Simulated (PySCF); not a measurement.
Isomers of C8H16Si, from PBE0-D3(BJ)/def2-SVP geometry optimisation, gas phase (PySCF). One conformer each, no zero-point energy, no frequencies.

Question: Which isomer lies lowest at this level?
A. `[CH2:1]=[C:2]([CH3:3])[SiH:4]1[CH2:5][CH2:6][CH2:7][CH2:8][CH2:9]1` with C1–C2–Si4–C5 122°, C2–Si4–C5–C6 167°, Si4–C5–C6–C7 -55°, C5–C6–C7–C8 64°, C6–C7–C8–C9 -64°: A = 2523, B = 813.2, C = 756.1 MHz, dipole 0.79 D
B. `[CH2:1]=[C:2]1[CH2:3][CH2:4][CH2:5][C@@H:6]([CH2:7][SiH3:8])[CH2:9]1` with C5–C6–C7–Si8 -176°, C1–C2–C3–C4 -125°, C2–C3–C4–C5 -54°, C3–C4–C5–C6 56°, C4–C5–C6–C7 180°: A = 2284, B = 801.6, C = 630.2 MHz, dipole 1.24 D
C. `[CH2:1]=[CH:2][C@H:3]1[CH2:4][Si@H:5]([CH2:6][CH2:7][CH3:8])[CH2:9]1` with C1–C2–C3–C4 125°, C4–Si5–C6–C7 72°, Si5–C6–C7–C8 -179°, C2–C3–C4–Si5 98°, C3–C4–Si5–C6 134°, C4–Si5–C9–C3 -16°, C2–C3–C9–Si5 -98°: A = 4722, B = 515.7, C = 499.8 MHz, dipole 1.08 D
D. `[CH3:1][C:2]#[C:3][SiH2:4][CH2:5][C:6]([CH3:7])([CH3:8])[CH3:9]` with C3–Si4–C5–C6 180°: A = 3031, B = 500.2, C = 479.2 MHz, dipole 1.36 D
E. `[CH2:1]=[CH:2][C@@H:3]1[CH2:4][CH2:5][Si@@H:6]1[CH2:7][CH2:8][CH3:9]` with C1–C2–C3–C4 -136°, C5–Si6–C7–C8 76°, Si6–C7–C8–C9 180°, C2–C3–C4–C5 -147°, C3–C4–C5–Si6 23°, C4–C5–Si6–C7 92°, C2–C3–Si6–C5 139°: A = 2003, B = 733.2, C = 603.1 MHz, dipole 0.88 D
F. `[CH2:1]1[CH2:2][CH2:3][CH:4]([CH:5]2[CH2:6][SiH2:7][CH2:8]2)[CH2:9]1` with C3–C4–C5–C6 -178°, C9–C1–C2–C3 -42°, C1–C2–C3–C4 31°, C2–C3–C4–C5 115°, C4–C5–C6–Si7 -149°: A = 3599, B = 711.2, C = 634.0 MHz, dipole 0.63 D

Answer: A. That is `C1[SiH](CCCC1)C(C)=C`, 7.8 kcal/mol below the next.

```
                  SMILES                                                         mapped SMILES      E (Eh)  relative (kcal/mol)  relative (kJ/mol)  dipole (D)
      C=C(C)[SiH]1CCCCC1    [CH2:1]=[C:2]([CH3:3])[SiH:4]1[CH2:5][CH2:6][CH2:7][CH2:8][CH2:9]1  -603.18185                  0.0                0.0        0.79
    C1CCC(C2C[SiH2]C2)C1  [CH2:1]1[CH2:2][CH2:3][CH:4]([CH:5]2[CH2:6][SiH2:7][CH2:8]2)[CH2:9]1  -603.16940                  7.8               32.7        0.63
C=C1CCC[C@@H](C[SiH3])C1  [CH2:1]=[C:2]1[CH2:3][CH2:4][CH2:5][C@@H:6]([CH2:7][SiH3:8])[CH2:9]1  -603.16820                  8.6               35.8        1.24
 C=C[C@@H]1CC[Si@@H]1CCC  [CH2:1]=[CH:2][C@@H:3]1[CH2:4][CH2:5][Si@@H:6]1[CH2:7][CH2:8][CH3:9]  -603.14636                 22.3               93.2        0.88
 C=C[C@H]1C[Si@H](CCC)C1  [CH2:1]=[CH:2][C@H:3]1[CH2:4][Si@H:5]([CH2:6][CH2:7][CH3:8])[CH2:9]1  -603.14407                 23.7               99.2        1.08
     CC#C[SiH2]CC(C)(C)C       [CH3:1][C:2]#[C:3][SiH2:4][CH2:5][C:6]([CH3:7])([CH3:8])[CH3:9]  -603.13103                 31.9              133.4        1.36
```

As drawn, the lowest has a C=C bond outside aromatic rings, which the highest lacks; the highest has a C≡C bond and a quaternary carbon, which the lowest lacks.
